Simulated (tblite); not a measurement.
Species: C₇H₁₆B₂.
Atom-mapped SMILES: `[BH2:1][C@@H:2]([B:3]([CH3:4])[CH3:5])[C:6](=[CH2:7])[CH2:8][CH3:9]` (hydrogens: H10, H11 on B1; H12 on C2; H13, H14, H15 on C4; H16, H17, H18 on C5; H19, H20 on C7; H21, H22 on C8; H23, H24, H25 on C9)

Computed with GFN2-xTB (tblite), gas phase: L-BFGS steps from a force-field or distance-geometry start until the largest atomic force falls under 0.01 eV/Å.

Step 19: E = -695.4084 eV
```
atom  x, y, z in Å  |  force x, y, z in eV/Å
B1      0.0596    1.4504   -1.9348    0.022  -0.047  -0.014
C2      0.4817    0.1529   -1.1397   -0.047  -0.023   0.042
B3      1.3574    0.3061    0.1945    0.008  -0.011  -0.049
C4      1.5300    1.6983    0.9144   -0.005  -0.017  -0.020
C5      2.1082   -0.9825    0.7168   -0.017   0.016  -0.014
C6     -0.8323   -0.5448   -0.8112    0.046   0.005   0.003
C7     -1.1397   -1.7238   -1.3362   -0.002   0.008  -0.022
C8     -1.7759    0.1404    0.1469    0.037  -0.031  -0.066
C9     -1.8309   -0.5834    1.4925    0.015   0.025  -0.013
H10    -0.2682    2.4415   -1.4042   -0.026  -0.060   0.014
H11     0.0371    1.4155   -3.1037    0.043   0.029  -0.047
H12     1.0108   -0.5399   -1.8066   -0.036   0.040   0.053
H13     0.5759    2.1233    1.2208   -0.023  -0.022  -0.004
H14     2.1732    1.6737    1.7915   -0.012  -0.026   0.000
H15     1.9539    2.4180    0.2147    0.018   0.019   0.006
H16     2.7664   -1.3835   -0.0543    0.006   0.014   0.020
H17     2.7101   -0.8199    1.6089   -0.022  -0.009  -0.014
H18     1.4002   -1.7823    0.9348   -0.002   0.010  -0.007
H19    -0.4848   -2.2484   -2.0123   -0.006   0.033   0.021
H20    -2.0706   -2.2213   -1.1106    0.023   0.046   0.014
H21    -2.7793    0.1514   -0.2887    0.010   0.017   0.016
H22    -1.4589    1.1715    0.2975   -0.059  -0.038   0.044
H23    -2.1438   -1.6157    1.3551    0.008   0.002   0.013
H24    -2.5382   -0.0938    2.1572   -0.020   0.015   0.024
H25    -0.8527   -0.5794    1.9661    0.040   0.003   0.001
```

Step 20: E = -695.4098 eV
```
atom  x, y, z in Å  |  force x, y, z in eV/Å
B1      0.0582    1.4472   -1.9359    0.035  -0.019  -0.012
C2      0.4828    0.1536   -1.1375   -0.062  -0.041   0.015
B3      1.3573    0.3065    0.1969   -0.035  -0.017  -0.059
C4      1.5273    1.6985    0.9152    0.006  -0.009  -0.006
C5      2.1058   -0.9837    0.7162   -0.004   0.010  -0.008
C6     -0.8318   -0.5450   -0.8124    0.018  -0.001   0.012
C7     -1.1404   -1.7238   -1.3387    0.007   0.019   0.002
C8     -1.7751    0.1411    0.1463    0.021  -0.023  -0.053
C9     -1.8282   -0.5819    1.4925    0.007   0.017   0.002
H10    -0.2774    2.4353   -1.4042   -0.032  -0.058   0.002
H11     0.0475    1.4157   -3.1058    0.038   0.026  -0.027
H12     1.0142   -0.5376   -1.8031   -0.029   0.016   0.042
H13     0.5738    2.1257    1.2210   -0.017  -0.029  -0.010
H14     2.1707    1.6745    1.7918   -0.008  -0.021   0.014
H15     1.9528    2.4155    0.2141    0.020   0.032   0.001
H16     2.7638   -1.3795   -0.0575    0.011   0.002   0.018
H17     2.7087   -0.8247    1.6079   -0.020  -0.006  -0.004
H18     1.3990   -1.7855    0.9317    0.001   0.019  -0.013
H19    -0.4827   -2.2495   -2.0127   -0.038   0.046   0.037
H20    -2.0721   -2.2211   -1.1097    0.061   0.062  -0.009
H21    -2.7803    0.1556   -0.2863    0.028  -0.001   0.011
H22    -1.4589    1.1723    0.2995   -0.045  -0.044   0.030
H23    -2.1408   -1.6146    1.3568    0.014   0.000   0.008
H24    -2.5364   -0.0939    2.1585    0.002   0.015   0.009
H25    -0.8487   -0.5767    1.9646    0.021   0.003  -0.003
```

Step 21: E = -695.4110 eV
```
atom  x, y, z in Å  |  force x, y, z in eV/Å
B1      0.0576    1.4440   -1.9373    0.036   0.011  -0.014
C2      0.4828    0.1536   -1.1353   -0.052  -0.034  -0.017
B3      1.3566    0.3066    0.1981   -0.058  -0.011  -0.045
C4      1.5250    1.6985    0.9156    0.015   0.001   0.003
C5      2.1034   -0.9845    0.7154    0.007   0.004  -0.004
C6     -0.8311   -0.5451   -0.8134   -0.017  -0.002   0.021
C7     -1.1410   -1.7232   -1.3408    0.015   0.026   0.024
C8     -1.7740    0.1413    0.1451   -0.006  -0.010  -0.008
C9     -1.8256   -0.5803    1.4925    0.001   0.001   0.017
H10    -0.2864    2.4285   -1.4041   -0.036  -0.052  -0.010
H11     0.0578    1.4164   -3.1081    0.037   0.022  -0.003
H12     1.0170   -0.5352   -1.7992   -0.017  -0.020   0.020
H13     0.5717    2.1273    1.2209   -0.007  -0.035  -0.017
H14     2.1683    1.6747    1.7923   -0.007  -0.018   0.019
H15     1.9521    2.4137    0.2137    0.016   0.037   0.003
H16     2.7617   -1.3758   -0.0600    0.016  -0.009   0.012
H17     2.7071   -0.8291    1.6070   -0.017   0.001   0.007
H18     1.3979   -1.7880    0.9286   -0.001   0.022  -0.018
H19    -0.4816   -2.2497   -2.0125   -0.046   0.042   0.032
H20    -2.0724   -2.2199   -1.1091    0.066   0.061  -0.021
H21    -2.7807    0.1595   -0.2839    0.034  -0.022  -0.003
H22    -1.4598    1.1722    0.3019   -0.023  -0.034   0.012
H23    -2.1378   -1.6135    1.3586    0.018   0.000   0.006
H24    -2.5347   -0.0936    2.1599    0.025   0.014  -0.010
H25    -0.8447   -0.5742    1.9631   -0.001   0.005  -0.007
```

Question: Estimate the geometry and energy of step 22. (The exact step hangs on the optimiser's Hessian estimate; all steps are aligned on step 21, rigid shifts and turns removed.)

Answer: E = -695.4121 eV, largest force 0.061 eV/Å
```
atom  x, y, z in Å  |  force x, y, z in eV/Å
B1      0.0581    1.4413   -1.9387    0.029   0.029  -0.016
C2      0.4817    0.1530   -1.1338   -0.022  -0.010  -0.041
B3      1.3548    0.3064    0.1986   -0.054   0.002  -0.016
C4      1.5232    1.6985    0.9160    0.018   0.008   0.003
C5      2.1014   -0.9850    0.7146    0.011   0.001  -0.004
C6     -0.8308   -0.5450   -0.8138   -0.040   0.005   0.027
C7     -1.1411   -1.7222   -1.3421    0.018   0.027   0.038
C8     -1.7731    0.1412    0.1441   -0.029   0.002   0.042
C9     -1.8232   -0.5789    1.4926   -0.001  -0.014   0.024
H10    -0.2953    2.4214   -1.4042   -0.039  -0.040  -0.017
H11     0.0678    1.4173   -3.1102    0.039   0.018   0.015
H12     1.0193   -0.5336   -1.7955   -0.010  -0.055  -0.002
H13     0.5696    2.1280    1.2205    0.002  -0.038  -0.022
H14     2.1659    1.6746    1.7932   -0.010  -0.017   0.015
H15     1.9517    2.4128    0.2135    0.009   0.033   0.012
H16     2.7601   -1.3727   -0.0621    0.021  -0.017   0.008
H17     2.7054   -0.8331    1.6063   -0.016   0.010   0.013
H18     1.3969   -1.7898    0.9254   -0.005   0.019  -0.021
H19    -0.4814   -2.2491   -2.0117   -0.031   0.029   0.011
H20    -2.0717   -2.2178   -1.1090    0.037   0.043  -0.022
H21    -2.7807    0.1626   -0.2819    0.024  -0.042  -0.019
H22    -1.4610    1.1715    0.3043    0.001  -0.012  -0.002
H23    -2.1347   -1.6125    1.3604    0.020  -0.003   0.005
H24    -2.5327   -0.0931    2.1610    0.040   0.014  -0.023
H25    -0.8412   -0.5718    1.9617   -0.014   0.007  -0.008
```

The energy changes by -0.0011 eV. The first-order estimate −F·Δx gives -0.0015 eV and the mean of the old and new forces, exact on a quadratic surface, -0.0011 eV. The step makes an angle of 70° with the force vector and moves no atom by more than 0.011 Å.

The cost below is that of the whole relaxation. Time: 1.9 s of wall time. Hardware: one thread, Arm Neoverse N1 (aarch64) (shared host).
